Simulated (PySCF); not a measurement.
**Oxygen: a sound run and one with changed settings**

Sound run: O⁺ [He] 2s2 2p3, O²⁺ [He] 2s2 2p2. Calculation: PySCF 2.14, in cc-pVTZ; no relativity, point nucleus. In the sound run the correlated levels freeze 1s2. The sound run starts from symmetry-adapted Hartree-Fock orbitals and uses a fine grid where one is needed.

A second run was set up differently.

```tsv
species	method	sound run (hartree)	changed run (hartree)	converged
O⁺	UHF	-74.37037	-73.44358	yes
O⁺	TPSS	-74.58675	-73.63352	yes
O⁺	BP86	-74.56127	-73.59914	yes
O⁺	MP2	-74.46801	-73.44358	yes
O²⁺	UHF	-73.10003	-72.10797	yes
O²⁺	TPSS	-73.29108	-72.28228	yes
O²⁺	BP86	-73.26491	-72.24789	yes
O²⁺	MP2	-73.17482	-72.11973	yes
O²⁺	CCSD(T)	-73.19778	-72.12986	yes
```

Ionisation energy of O⁺:

```json
{"method": "UHF", "sound run (eV)": "34.568", "changed run (eV)": "36.344"}
{"method": "TPSS", "sound run (eV)": "35.257", "changed run (eV)": "36.769"}
{"method": "BP86", "sound run (eV)": "35.276", "changed run (eV)": "36.769"}
{"method": "MP2", "sound run (eV)": "35.190", "changed run (eV)": "36.024"}
{"method": "SCS-MP2", "sound run (eV)": "34.934", "changed run (eV)": "35.960"}
```

(1) What was changed?
A. minimal basis
B. radial grid too coarse
C. level shift left on
D. angular grid far too coarse

Results:

(1) A. It used basis STO-3G. A minimal basis cannot let orbitals breathe on ionisation and holds almost no correlation.
